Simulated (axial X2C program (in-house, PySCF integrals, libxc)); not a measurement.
## How long does BSe take?

A bond scan computed with an in-house relativistic program for diatomic molecules. Basis: Se dyall-cv3z [8s9p6d4f1g], B dyall-v3z [7s6p2d1f] (cores contracted in-house).

Input file and command:
```json
{"zs": [34, 5], "q": 0, "bas": ["dyall-cv3z", "dyall-v3z"], "levels": ["PBE0", "HF", "LDA"], "cc": true, "r0": 1.85, "thr": -2.0, "nmax": 90, "npts": 10, "nst": 2, "ntry": 6}
```
```bash
python so2c.py task.json out
```

Keys: zs atomic numbers; q charge; bas basis sets; levels methods; cc coupled cluster on or off; r0 starting distance in Å; thr threshold in hartree for freezing inner shells (an s shell follows its p shell); nmax most natural virtual spinors; npts points on the curve; nst determinants followed; ntry starts of the search. HF also brings MP2.

Hardware: 1 thread of Arm Neoverse V1, on a shared host.

Wall time of one point of each curve, integrals apart:

```csv
Hamiltonian,level,points,seconds a point
spin-free,PBE0,10,0.59
spin-free,HF,10,0.33
spin-free,"CCSD(T) (9 electrons, 89 virtuals)",7,3.2
spin-free,LDA,10,0.31
2c,PBE0,10,0.84
2c,HF,10,0.68
2c,"CCSD(T) (9 electrons, 90 virtuals)",7,3.6
2c,LDA,10,0.36
```

The rest:

Search with its distance optimisation 19 s, atoms 5.5 s, whole task 110 s. Coupled cluster runs on the points near the minimum only. The program drops outer points, and coupled cluster, when its time limit (not in the input) nears; MP2, further determinants and curves that did not converge are not in the table.
